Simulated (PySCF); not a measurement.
## Ionisation energy of Br²⁵⁺ by level of theory

Br²⁵⁺ [Ne] → Br²⁶⁺ [He] 2s2 2p5 [2p1/2^2 2p3/2^3, M_J = 3/2], as a difference of total energies. All numbers are calculated (PySCF 2.14, the two-component X2C-1e Hamiltonian, in an uncontracted even-tempered set (18 s from 7.8 bohr⁻², ratio 2.4; 12 p from 10 bohr⁻², ratio 2.4; 5 d from 43 bohr⁻², ratio 2.6; 5 f from 64 bohr⁻², ratio 2.6)). Correlated levels: nothing frozen; the 34 highest virtual spinors dropped. "Screened" scales the spin-orbit matrix elements by Boettger's factors to mimic the two-electron term; Breit and QED terms are absent.

| method | ionisation energy (eV) |
| --- | --- |
| GHF (spin-free) | 2745.0 |
| GMP2 (spin-free) | 2746.4 |
| GHF (screened spin-orbit) | 2728.8 |
| GMP2 (screened spin-orbit) | 2730.3 |

For this ion Breit and QED terms and the two-electron picture change, all absent here, outweigh the correlation shift from GHF to GMP2.

The spin-free rows lack the spin-orbit shift.

For comparison: 2731.4 ± 1.5 eV (semi-empirical (NIST evaluation); NIST Atomic Spectra Database, ionization energies).
